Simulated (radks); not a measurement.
Results of a calculation; reference values are marked as such.
Valence configurations of the argon ion Ar+ (all share [Ne]). Level of theory: scalar-relativistic Kohn-Sham, r2SCAN, spin-polarised, spherical densities, finite nucleus; open shells are filled with parallel spins first; meta-GGA in the generalised Kohn-Sham scheme; Fermi nuclear charge, rms radius 3.4274 fm (a radial shooting solver on a logarithmic mesh with Libxc functionals). Energies are relative to 3s2 3p5; eigenvalues in eV for spin up.

valence	E (eV)	moment (Bohr magnetons)	e(3p)	e(3s)
3s2 3p5	0.000	1	-23.199	-38.534
3s1.5 3p5.5	7.605	1	-23.534	-38.944
3s1 3p6	15.186	1	-23.874	-39.361

NIST lists [Ne] 3s2 3p5 as the ground configuration; this level of theory agrees among the configurations tried. The energies are those of spherical high-spin densities, not of single terms.
